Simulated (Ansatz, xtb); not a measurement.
**Relative energy of two isomers of GeH5SSi−**

Structure X is `[SiH3][S][GeH2-]`, a singlet and structure Y is `[S-][SiH2][GeH3]`, a singlet. Both are isolated ions in the gas phase, relaxed with r2SCAN-D4/def2-SVPD; the shapes shown needn't be the lowest conformers.

X (Å):

```xyz
8

Ge   -0.3679    0.7029   -2.5419
S     1.5012   -0.7860   -2.0949
Si    1.3752   -0.9408    0.0012
H     1.5410    0.3655    0.7239
H     2.4689   -1.8398    0.5364
H     0.0886   -1.5378    0.4959
H    -1.3741   -0.0869   -1.5712
H     0.0218    1.7272   -1.3682
```

Y (Å):

```xyz
8

Ge    1.6459    0.0804   -0.2838
S    -2.0982    0.2949   -0.5178
Si   -0.4409   -0.6973   -1.2140
H    -0.3530   -2.1885   -0.9434
H    -0.1531   -0.6201   -2.7026
H     1.7321   -0.0424    1.2593
H     2.9286   -0.6533   -0.7873
H     1.9420    1.5761   -0.5649
```

Energies in hartree; the thermal terms are from r2SCAN-D4/def2-SVPD harmonic frequencies (ideal gas, rigid rotor, one conformer each, 298.15 K, 1 atm) and include the zero-point energy:

|  | X | Y |
| --- | --- | --- |
| E, CCSD(T)/def2-SVPD | −2764.885369 | −2764.897623 |
| E, MP2/def2-SVPD | −2764.822986 | −2764.837926 |
| E, MP2/def2-TZVPPD | −2765.405059 | −2765.419139 |
| zero-point energy | 0.039747 | 0.040320 |
| H(298 K) − E | 0.047064 | 0.047413 |
| G(298 K) − E | 0.008126 | 0.009284 |

**Question.** Correct the CCSD(T) difference for the basis set by the MP2 change, then work out ΔE, ΔE₀, ΔH and ΔG for X → Y in kJ/mol (1 Eh = 2625.50 kJ/mol) and the equilibrium ratio [Y]/[X].

**Answer.** 1. Differences Y − X: CCSD(T) −0.012254, MP2 in the small set −0.014940, MP2 in the large set −0.014080 Eh.
2. ΔE = −0.012254 + (−0.014080 − (−0.014940)) = −0.011394 Eh = −29.91 kJ/mol.
3. ΔE₀ = ΔE + ΔZPE = −0.011394 + (+0.000573) Eh = −28.41 kJ/mol.
4. ΔH = ΔE + (+0.000349) Eh = −29.00 kJ/mol.
5. ΔG = ΔE + (+0.001158) Eh = −26.87 kJ/mol, so ΔS = (ΔH − ΔG)/T = −7.1 J/(mol K).
6. kT = 0.9442 mEh, so K = [Y]/[X] = exp(−ΔG/kT) = exp(+10.84) ≈ 5.1 × 10^4.

Structure Y is favoured at this temperature. An error of 4 kJ/mol in ΔG would change K by a factor of 5. GFN2-xTB gave ΔE the other sign. Mirror images and further conformers aren't counted.

As drawn, Y has 1 Ge–Si, 1 Ge–H in place of 1 Ge–S, 1 Si–H.

Other levels gave ΔE = +33.8 (GFN2-xTB); −37.3 (HF/STO-3G, GFN2-xTB geometries); −36.0 (r2SCAN-D4/def2-SVPD//GFN2-xTB); −36.5 (r2SCAN-D4/def2-SVPD); −38.8 (HF/def2-SVPD); −39.2 (MP2/def2-SVPD); −32.2 (CCSD(T)/def2-SVPD) kJ/mol. The correlated steps freeze 19 core orbitals; the filled d shell of Ge is correlated, in a basis made for valence electrons. Programs: Ansatz 0.2.0, xtb 6.7.1.
